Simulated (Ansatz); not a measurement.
One change: `[F][Ga]([F])[SH]` becomes `[OH][Ga]([F])[F]`.

Ansatz, PBE0-D4/def2-TZVP geometries, multiplicity 1. Each molecule was computed in one conformer, which needn't be the lowest.

Scalar relativity is left out up to krypton.

| property | `[F][Ga]([F])[SH]` |
| --- | --- |
| ideal-gas entropy at 298 K and 1 bar (rigid rotor, harmonic PBE0-D4/def2-TZVP) / J/(mol·K) | 328 |
| size of the dipole moment (PBE/def2-TZVPP) / D | 2.18 |
| HOMO–LUMO gap (B3LYP/def2-TZVPP) / eV | 6.34 |
| LUMO energy (B3LYP/def2-TZVPP) / eV | -2.03 |
| HOMO–LUMO gap (PBE0/def2-TZVPP) / eV | 6.96 |
| size of the dipole moment (B3LYP/def2-TZVPP) / D | 2.30 |

Q: What does the change do to each property? (Estimate.)

A: The calculation gave: 
```
                                                                                  property  `[OH][Ga]([F])[F]`  shift
ideal-gas entropy at 298 K and 1 bar (rigid rotor, harmonic PBE0-D4/def2-TZVP) / J/(mol·K)                 313    -15
                                            size of the dipole moment (PBE/def2-TZVPP) / D                2.01  -0.17
                                                     HOMO–LUMO gap (B3LYP/def2-TZVPP) / eV                7.53   1.19
                                                       LUMO energy (B3LYP/def2-TZVPP) / eV               -2.20  -0.17
                                                      HOMO–LUMO gap (PBE0/def2-TZVPP) / eV                8.21   1.25
                                          size of the dipole moment (B3LYP/def2-TZVPP) / D                2.05  -0.25
```

With PBE0 the HOMO falls by 1.37 eV and the LUMO falls by 0.12 eV, so the gap widens by about 1.25 eV. PBE moves the HOMO by -0.90 eV and ωB97M-V by -1.68 eV. Dipoles are sizes alone; their direction can turn.

B3LYP here is the variant with VWN-RPA as its local correlation; programs differ in this.
